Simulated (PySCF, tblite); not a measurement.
Calculations on `N(=[C]\c1ccco1)/C` [radical], in the order of a workflow; each names the level of the geometry that it ran on. Settings lines and outputs come from a driver script.

Species: C6H6NO (doublet state).
Atom-mapped SMILES: `[CH3:1]/[N:2]=[C:3]/[c:4]1[cH:5][cH:6][cH:7][o:8]1` (hydrogens: H9, H10, H11 on C1; H12 on C5; H13 on C6; H14 on C7)

Step 1: GFN2-xTB geometry optimisation, gas phase (tblite 0.8.0) (from a force-field or distance-geometry start)
```json
{"job": {"kind": "relax", "xc": "GFN2-xTB", "basis": "xTB"}, "charge": 0, "multiplicity": 2}
```
```
step      E/eV     max force
  0    -619.55717    3.152
  1    -619.84637    2.169
  2    -619.91032    1.640
...
 51    -620.33833    0.031
 52    -620.33841    0.025
 53    -620.33846    0.017
 54    -620.33848    0.011
 55    -620.33849    0.008
```

Energy lowered by 18.0 kcal/mol over 55 steps; largest atomic force 0.008 eV/Å at the end. «max force» is the largest atomic force in eV/Å.

Step 2: GFN2-xTB harmonic vibrations, gas phase (tblite 0.8.0) (on the GFN2-xTB geometry)
```json
{"job": {"kind": "ir", "xc": "GFN2-xTB", "basis": "xTB"}, "charge": 0, "multiplicity": 2}
```
```
(table of modes left out)
```

36 modes from 87 to 3194 cm⁻¹ (unscaled, harmonic); zero-point energy 64.7 kcal/mol; all wavenumbers are real at this level.

Step 3: UKS B3LYP, pcH-1 on C H N O, non-relativistic, mean-field spin-orbit, GIAO (PySCF 2.14.0) (on the GFN2-xTB geometry)
```json
{"job": {"kind": "epr", "basis": "pcH-1"}, "charge": 0, "multiplicity": 2}
```
```
...
E = -362.13661326 Eh   <S^2> = 0.7714 (exact 0.7500)
g shifts (ppm)      1          2          3
  rmc          -183       -183       -183
  gc             37          4         14
  oz_so       -2118         25       1252
  total       -2264       -154       1083
hyperfine (MHz)  atom isotope    a_iso     a_fc   dipolar eigenvalues
    0   13C      83.03      83.03     -4.79     -4.17      8.95
    1   14N      13.58      13.58     -9.94     -7.25     17.20
    2   13C      47.05      47.05    -41.82    -37.61     79.43
    3   13C     -19.79     -19.79    -23.13      8.05     15.07
    4   13C      33.22      33.22    -28.71    -28.56     57.27
    5   13C     -24.25     -24.25    -15.13      7.12      8.01
    6   13C      26.37      26.37    -25.94    -24.62     50.57
    7   17O      -7.33      -7.33    -22.44     10.17     12.27
    8    1H      12.64      12.64     -4.25     -1.31      5.55
    9    1H      -5.71      -5.71     -3.42     -2.76      6.18
   10    1H      -6.17      -6.17     -3.43     -2.70      6.13
   11    1H     -24.17     -24.17    -12.66     -0.86     13.52
   12    1H       5.82       5.82     -2.66     -0.03      2.68
   13    1H     -22.09     -22.09    -12.52     -0.46     12.98
```

⟨S²⟩ 0.771; g_iso 2.0019. rmc, gc and oz_so are the mass-correction, gauge-correction and orbital-Zeeman/spin–orbit parts of the g shift along its three principal axes; a_iso is the isotropic hyperfine coupling and a_fc its Fermi-contact part. The log counts atoms from 0, this text from 1.

Problem. Which step took the most CPU time, and about what did each take on one thread, Arm Neoverse V2 (aarch64) (shared host)?

Solution. Step 3, about 99 % of the total. CPU time by step: 1: 0.26 s, 2: 0.31 s, 3: 58 s.

Geometry of the electronic-property runs (GFN2-xTB):
```
atom  x, y, z in Å
C1     3.186    0.158    0.427
N2     1.901    0.682    0.075
C3     0.807    0.154    0.155
C4    -0.538    0.045    0.113
C5    -1.480    0.312    1.126
C6    -2.718   -0.096    0.616
C7    -2.493   -0.592   -0.636
O8    -1.177   -0.523   -0.960
H9     3.158   -0.867    0.809
H10    3.618    0.819    1.179
H11    3.815    0.200   -0.463
H12   -1.266    0.752    2.078
H13   -3.665   -0.034    1.113
H14   -3.148   -1.010   -1.374
```

 (This holds for the electronic-property runs.)

One conformer stands for the species.
